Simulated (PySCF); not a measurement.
silylarsine anion (AsH₅Si), SMILES [AsH2][SiH3] (connectivity only; charge and spin as stated), charge -1, multiplicity 2. Atoms are numbered in the order given.

```xyz
7

Si    -1.8369    -0.0714     0.0000
As     0.9335     0.0564     0.0000
H     -1.9676     0.8857     1.1777
H     -1.9676     0.8857    -1.1777
H     -3.3050    -0.6259     0.0000
H      1.0753    -1.0037     1.0953
H      1.0753    -1.0037    -1.0953
```
Charge -1, spin multiplicity 2.

Geometry: PBE0-D3(BJ)/def2-SVPD. The multiplicity is an assumed one; other spin states were not compared.

These are PySCF with M06-2X/def2-TZVPD values and carry that method's errors.

Mulliken values depend strongly on the basis, most of all with diffuse functions as here. ESP charges are fitted to the potential on shells at 1.4 to 2.0 van der Waals radii. Atomic charges (e):

| atom | meta-Löwdin | ESP fit | Mulliken | Mulliken spin |
|---|---|---|---|---|
| Si1 | ? | 0.07 | -0.33 | 0.39 |
| As2 | ? | -0.59 | -0.69 | 0.47 |
| H3 | ? | -0.11 | -0.06 | 0.00 |
| H4 | ? | -0.11 | -0.06 | 0.00 |
| H5 | ? | -0.30 | -0.09 | 0.16 |
| H6 | ? | 0.01 | 0.11 | -0.02 |
| H7 | ? | 0.01 | 0.11 | -0.02 |

### Question
Complete the blanks. (An estimate is asked for; the answer gives what the named calculation found.)

### Answer

- Si1, meta-Löwdin: -0.10
- As2, meta-Löwdin: -0.36
- H3, meta-Löwdin: -0.14
- H4, meta-Löwdin: -0.14
- H5, meta-Löwdin: -0.18
- H6, meta-Löwdin: -0.05
- H7, meta-Löwdin: -0.05
